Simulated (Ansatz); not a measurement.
Relaxation of FGeH5O2 (9 atoms, charge 0, multiplicity 1), to a largest force component of 0.03 eV/Å in at most 50 steps.

All numbers below come from RKS PBE/def2-SVP (Ansatz 0.2.0).

```xyz
9
Properties=species:S:1:pos:R:3
Ge 0.038 -0.324 0.020
H 0.354 -0.105 1.516
H 1.174 -0.234 -1.019
O -1.065 1.135 -0.037
H -1.126 1.563 -0.911
O -0.854 -1.803 -0.449
H -1.584 -1.990 0.169
F 0.872 1.998 1.514
H 0.046 1.716 1.155
```

Problem. Where does it end, and by what steps?

Solution. The run converged. After 10 steps the energy has fallen by 0.294 eV; H2 moved furthest, 0.57 Å.

```csv
step,energy less start (eV),largest force component (eV/Å),accepted
0,0.0000,0.692,yes
1,-0.1766,0.353,yes
2,-0.2422,0.313,yes
3,-0.2699,0.193,yes
4,-0.2267,0.884,no
5,-0.2844,0.098,yes
6,-0.2903,0.073,yes
7,-0.2929,0.116,yes
8,-0.2935,0.051,yes
9,-0.2937,0.032,yes
10,-0.2937,0.006,yes
```

```xyz
9
Properties=species:S:1:pos:R:3
Ge 0.048 -0.352 0.186
H 0.277 -0.641 1.682
H 1.261 -0.136 -0.736
O -1.052 1.124 0.208
H -1.338 1.356 -0.697
O -0.857 -1.668 -0.634
H -1.596 -1.986 -0.083
F 1.003 2.197 1.186
H 0.109 2.063 0.847
```

The run took 16 s on 2 threads of Arm Neoverse V2, on a shared host, peak memory 0.14 GiB.
